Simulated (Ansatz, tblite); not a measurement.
Forces on `CCCCCCCCCCCCCCCCCCS` at its PBE-D4/def2-SVP geometry. The state is a singlet with charge 0.

The xTB rows come from tblite. Single mean-field runs in def2-TZVP are fitted with def2-universal-jkfit.

GFN2-xTB (tblite), largest force 0.85 eV/Å:

```xyz
57
positions Å, forces eV/Å
C     0.299   -9.628   -0.329   -0.278   -0.479   -0.138
C     0.633   -8.188    0.062    0.642    0.258    0.152
C    -0.606   -7.293    0.187   -0.577   -0.259   -0.296
C    -0.325   -5.850    0.630   -0.027    0.236    0.649
C     0.472   -5.014   -0.380    0.022   -0.238   -0.646
C     0.753   -3.571    0.064    0.570    0.255    0.292
C    -0.487   -2.681    0.198   -0.796   -0.250   -0.148
C    -0.166   -1.235    0.586    0.791    0.252    0.144
C    -1.409   -0.351    0.732   -0.575   -0.262   -0.280
C    -1.131    1.098    1.158    0.004    0.236    0.645
C    -0.386    1.937    0.113   -0.013   -0.245   -0.634
C    -0.087    3.382    0.534    0.569    0.284    0.247
C    -1.329    4.251    0.783   -0.656   -0.257   -0.212
C    -1.047    5.727    1.126    0.295    0.076    0.480
C    -0.977    6.693   -0.070   -0.327    0.379   -0.040
C     0.117    6.445   -1.117   -0.075   -0.278   -0.622
C     1.547    6.593   -0.592    0.187    0.239    0.578
C     2.633    6.307   -1.631    0.333   -0.468    0.120
S     2.672    7.448   -3.075   -0.563   -0.433    0.008
H     1.209  -10.256   -0.408   -0.481    0.472    0.079
H    -0.221   -9.669   -1.309    0.325    0.115    0.579
H    -0.372  -10.104    0.417    0.412    0.356   -0.395
H     1.184   -8.179    1.030   -0.365   -0.079   -0.452
H     1.336   -7.758   -0.685   -0.453   -0.256    0.292
H    -1.309   -7.761    0.911    0.425    0.271   -0.277
H    -1.146   -7.279   -0.787    0.371    0.044    0.462
H     0.220   -5.862    1.602   -0.202   -0.049   -0.554
H    -1.295   -5.350    0.837    0.459   -0.284   -0.227
H    -0.074   -5.000   -1.351    0.204    0.049    0.554
H     1.442   -5.514   -0.588   -0.458    0.285    0.226
H     1.452   -3.100   -0.663   -0.418   -0.270    0.275
H     1.299   -3.586    1.035   -0.368   -0.043   -0.455
H    -1.048   -2.687   -0.765    0.374    0.048    0.451
H    -1.185   -3.109    0.951    0.458    0.227   -0.311
H     0.401   -1.229    1.545   -0.375   -0.049   -0.449
H     0.524   -0.803   -0.172   -0.454   -0.230    0.316
H    -2.092   -0.821    1.474    0.414    0.273   -0.286
H    -1.972   -0.348   -0.229    0.376    0.047    0.450
H    -2.100    1.585    1.399    0.454   -0.278   -0.241
H    -0.550    1.098    2.109   -0.225   -0.054   -0.553
H    -0.977    1.946   -0.832    0.228    0.048    0.544
H     0.575    1.440   -0.142   -0.453    0.280    0.247
H     0.548    3.850   -0.248   -0.413   -0.290    0.341
H     0.536    3.375    1.458   -0.399   -0.064   -0.420
H    -1.912    3.799    1.614    0.390    0.266   -0.339
H    -2.000    4.200   -0.106    0.453    0.087    0.421
H    -0.115    5.791    1.731   -0.424   -0.064   -0.432
H    -1.850    6.099    1.796    0.305   -0.205   -0.410
H    -1.963    6.678   -0.585    0.520   -0.091    0.208
H    -0.861    7.728    0.321    0.032   -0.560   -0.134
H    -0.012    5.436   -1.572    0.058    0.508    0.337
H    -0.024    7.169   -1.949    0.018   -0.255    0.464
H     1.713    5.898    0.261   -0.097    0.312   -0.503
H     1.687    7.620   -0.189   -0.094   -0.479   -0.289
H     2.567    5.263   -2.004   -0.078    0.597    0.062
H     3.640    6.419   -1.180   -0.527    0.046   -0.176
H     1.570    6.953   -3.706    0.481    0.219    0.301
```

PBE-D4/def2-TZVP (Ansatz), largest force 0.32 eV/Å:

```
C -0.095 -0.247 -0.066
C 0.285 0.143 0.045
C -0.245 -0.115 -0.080
C -0.079 0.124 0.253
C 0.078 -0.124 -0.253
C 0.245 0.115 0.078
C -0.297 -0.102 -0.030
C 0.296 0.103 0.028
C -0.245 -0.117 -0.072
C -0.069 0.127 0.254
C 0.062 -0.130 -0.255
C 0.256 0.120 0.049
C -0.280 -0.139 -0.021
C 0.068 0.072 0.253
C -0.168 0.200 -0.020
C -0.010 -0.078 -0.283
C 0.052 0.088 0.250
C 0.173 -0.186 -0.012
S -0.178 -0.198 0.027
H -0.226 0.178 0.025
H 0.137 0.027 0.249
H 0.174 0.135 -0.181
H -0.148 -0.012 -0.228
H -0.190 -0.114 0.177
H 0.178 0.115 -0.162
H 0.142 0.003 0.224
H -0.113 -0.006 -0.234
H 0.235 -0.127 -0.065
H 0.114 0.006 0.234
H -0.233 0.125 0.064
H -0.176 -0.117 0.160
H -0.142 -0.005 -0.221
H 0.146 0.007 0.217
H 0.184 0.107 -0.171
H -0.147 -0.007 -0.216
H -0.183 -0.108 0.173
H 0.174 0.118 -0.165
H 0.146 0.008 0.220
H 0.236 -0.122 -0.071
H -0.125 -0.009 -0.232
H 0.127 0.008 0.233
H -0.236 0.127 0.076
H -0.167 -0.120 0.190
H -0.165 -0.007 -0.215
H 0.158 0.120 -0.204
H 0.182 0.022 0.202
H -0.211 -0.022 -0.170
H 0.184 -0.091 -0.171
H 0.236 -0.013 0.120
H -0.017 -0.250 -0.087
H 0.035 0.241 0.124
H 0.013 -0.171 0.218
H -0.042 0.159 -0.212
H -0.040 -0.243 -0.111
H 0.002 0.304 0.077
H -0.265 -0.014 -0.114
H 0.177 0.094 0.101
```

r2SCAN-D4/def2-TZVP (Ansatz), largest force 0.55 eV/Å:

```
C -0.146 -0.363 -0.098
C 0.432 0.208 0.067
C -0.376 -0.178 -0.127
C -0.116 0.188 0.390
C 0.114 -0.190 -0.389
C 0.378 0.177 0.124
C -0.463 -0.162 -0.049
C 0.462 0.162 0.046
C -0.378 -0.181 -0.116
C -0.102 0.194 0.392
C 0.093 -0.199 -0.395
C 0.391 0.178 0.082
C -0.425 -0.216 -0.041
C 0.106 0.122 0.391
C -0.255 0.306 -0.033
C -0.029 -0.116 -0.431
C 0.071 0.137 0.392
C 0.293 -0.295 0.004
S -0.408 -0.373 0.013
H -0.411 0.321 0.045
H 0.245 0.050 0.452
H 0.313 0.245 -0.329
H -0.261 -0.015 -0.410
H -0.341 -0.206 0.317
H 0.322 0.205 -0.296
H 0.253 0.004 0.405
H -0.209 -0.006 -0.421
H 0.424 -0.232 -0.121
H 0.211 0.006 0.421
H -0.423 0.231 0.120
H -0.320 -0.208 0.294
H -0.255 -0.006 -0.403
H 0.257 0.011 0.395
H 0.330 0.198 -0.310
H -0.260 -0.012 -0.393
H -0.327 -0.201 0.313
H 0.316 0.209 -0.303
H 0.261 0.010 0.399
H 0.424 -0.225 -0.134
H -0.228 -0.010 -0.415
H 0.231 0.010 0.415
H -0.423 0.232 0.140
H -0.291 -0.208 0.337
H -0.288 -0.009 -0.382
H 0.288 0.214 -0.361
H 0.312 0.033 0.359
H -0.384 -0.039 -0.293
H 0.336 -0.164 -0.316
H 0.431 -0.020 0.219
H -0.027 -0.454 -0.159
H 0.057 0.425 0.211
H 0.036 -0.304 0.394
H -0.075 0.281 -0.382
H -0.073 -0.438 -0.195
H 0.002 0.517 0.149
H -0.481 -0.033 -0.200
H 0.386 0.189 0.215
```
